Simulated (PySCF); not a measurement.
## Static response to an electric field

Compound: C₈H₈Se.
Structure used (PBE0-D3(BJ)/def2-SVP), in Å, numbered top down from 1:
```xyz
17
C8H8Se angstrom
C     -2.941   -0.934   -0.071
C     -1.665   -1.248    0.186
C     -0.534   -0.321    0.317
C     -0.676    1.075    0.253
C      0.435    1.899    0.380
C      1.707    1.360    0.573
C      1.865   -0.026    0.641
Se     3.623   -0.710    0.910
C      0.748   -0.854    0.514
H     -3.704   -1.711   -0.147
H     -3.274    0.097   -0.217
H     -1.408   -2.305    0.313
H     -1.662    1.518    0.107
H      0.315    2.984    0.330
H      2.570    2.023    0.671
H      3.216   -2.122    0.887
H      0.861   -1.940    0.567
```

Level: CAM-B3LYP/def2-SVPD (PySCF), static field, nuclei fixed, core orbitals frozen in the response. The polarisability tensor in these axes (au):

```
x   183.60  -0.34  16.33
y    -0.34 124.49  -1.70
z    16.33  -1.70  76.98
```

Question: Diagonalise the tensor; give its mean and Δα, where Δα² is half the sum of the squared differences of the eigenvalues.

Answer: Principal values 74.48, 124.53 and 186.06 au; mean 128.36 au = 19.02 Å³ = 21.16 × 10⁻⁴⁰ C²·m²/J; Δα = 96.79 au (75 % of the mean).

Question: What is the dipole moment, and where does it point?

Answer: (-0.94, -0.12, -0.13) D, 0.96 D in size, pointing from the negative to the positive side. Measured along this direction, the outermost atoms are Se8 at the negative end and H10 at the positive end.

Question: Along which axes do the principal values lie, and how far do the nuclei extend along each?

Answer: Largest value along (0.99, -0.01, 0.15), where the nuclei span 7.39 Å; middle along (0.01, 1.00, -0.03), 5.31 Å; least along (-0.15, 0.03, 0.99), 0.17 Å. The response follows the extents in order.

Question: In TDDFT the mean static polarisability is Σ f/ω² over all singlet excitations (ω in hartree). How much of it do the 6 lowest give? Their energies (eV) and oscillator strengths: 4.56, 0.0065; 4.57, 0.0186; 4.95, 0.0895; 5.47, 0.8093; 5.48, 0.0635; 5.91, 0.0798.

Answer: They add up to 26.90 au, 21.0 % of the 128.36 au; the largest single term is 20.05 au, from the state at 5.47 eV. Terms in order: 0.23, 0.66, 2.70, 20.05, 1.57, 1.69 au. Higher excitations give the rest. The strengths listed sum to 1.067.

Question: What are the principal values of the traceless quadrupole moment, Θ = ½Σq(3rr − r²1), about the centre of nuclear charge?

Answer: -11.92, 1.47, 10.45 D·Å. The values depend on the origin, since the dipole doesn't vanish. The electronic extent ⟨r²⟩ about the same centre is 2214 bohr², a root-mean-square distance of 2.62 Å for the 90 electrons.

Geometry: PBE0-D3(BJ)/def2-SVP, one conformer, isolated molecule. The calculation is non-relativistic, for selenium too.

The run behind these numbers computed excited states as well. Cost: about 3 min of CPU time on one thread; the machine was shared, so the figure is rough.
